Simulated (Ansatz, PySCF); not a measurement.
Species: CH$_{2}$NS, charge 0, multiplicity 2. It need not be the lowest isomer of its formula. 
Coordinates optimised at B3LYP-D3(BJ)/def2-TZVP (Ansatz, a first-principles code):
```xyz
5

C      0.0343    -0.5792    -0.1118
N     -1.1545    -1.1053     0.0715
S      0.6961     0.8659    -0.0074
H     -1.3063    -2.0909    -0.0695
H     -1.9562    -0.5513     0.3579
```
Charge 0, spin multiplicity 2.

Total electronic energies in hartree. Correlated levels leave the core frozen unless marked. Open shells are spin-unrestricted. Spin-orbit coupling is left out. Non-relativistic. Basis-set limits of correlation are two-point, X^-3; Hartree-Fock from the larger set. The bracket is a focal-point correction in the basis named.

| level | program | energy (Eh) |
|---|---|---|
| HF/aug-cc-pV(T+d)Z | Ansatz | -491.02057 |
| HF/aug-cc-pV(Q+d)Z | Ansatz | -491.02947 |
| RI-HF/aug-cc-pV(T+d)Z | Ansatz | -491.02050 |
| SVWN5/def2-TZVPD | Ansatz | -490.08657 |
| BLYP/def2-TZVPD | Ansatz | -492.22702 |
| revPBE-D3(BJ)/def2-TZVPD | Ansatz + dftd3 | -492.16624 |
| r2SCAN-D4/def2-TZVPD | Ansatz + dftd4 | -492.17220 |
| r2SCANh/def2-TZVPD | Ansatz | -492.16287 |
| MN15-D3(BJ)/def2-TZVPD | PySCF + dftd3 | -492.02333 |
| MN15/def2-TZVPD | PySCF | -492.02332 |
| HSE06-D3(BJ)/def2-TZVPD | Ansatz + dftd3 | -491.99040 |
| LC-wPBE-D4/def2-TZVPD | Ansatz + dftd4 | -492.06617 |
| LC-wPBE/def2-TZVPD | Ansatz | -492.06308 |
| RPA@PBE/cc-pV(Q+d)Z | Ansatz | -491.90680 |
| SCS-MP2/STO-3G | Ansatz | -485.51956 |
| SCS-MP2/aug-cc-pV(D+d)Z | Ansatz | -491.40483 |
| SCS-MP2/aug-cc-pV(T+d)Z | Ansatz | -491.53326 |
| SCS-MP2/cc-pV(T+d)Z | Ansatz | -491.52077 |
| SCS-MP2/cc-pVTZ | Ansatz | -491.51836 |
| CCSD(T)/6-31G* | Ansatz | -491.37544 |
| CCSD(T) with core electrons (1s frozen past Ne)/cc-pwCVTZ | Ansatz | -491.95881 |
| RI-MP2/CBS(aug-cc-pV(T+d)Z,aug-cc-pV(Q+d)Z)+[CCSD(T)-MP2]/aug-cc-pV(T+d)Z | Ansatz | -491.6617 |
| RI-MP2/CBS(cc-pV(T+d)Z,cc-pV(Q+d)Z)+[CCSD(T)-MP2]/cc-pV(T+d)Z | Ansatz | -491.6595 |

Totals of different functionals don't rank their quality; only differences between species are comparable.
